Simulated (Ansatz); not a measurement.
Basis-set extrapolation for CH6AlN3O, SMILES `N=[C](O)[Al]([NH2])[NH2]` (PBE0-D4/def2-TZVP geometry, frozen core, Ansatz). Multiplicity 1, RHF reference.

```
                      def2-TZVPP   def2-QZVPP
                 HF  -521.697342  -521.718304
    MP2 correlation    -1.100492    -1.181650
CCSD(T) correlation    -1.174091      not run
```

Energies in hartree. Use E(X) = E(∞) + A·exp(−7.88·√X) for Hartree–Fock and E(X) = E(∞) + B·X^(−2.97) for correlation, with X = 3 and 4, and add CCSD(T) minus MP2 of the smaller set to the MP2 limit.

Task: What is the CCSD(T) energy at the basis-set limit?

Result: HF limit: -521.718304 + (-0.020962) × 0.13774 = -521.72119. MP2 limit: -1.181650 + (-0.081158) × 0.74074 = -1.24177. Higher-order term: -1.174091 − (-1.100492) = -0.07360. Total: -523.03656 hartree, 433.5 kJ/mol below CCSD(T)/def2-TZVPP.
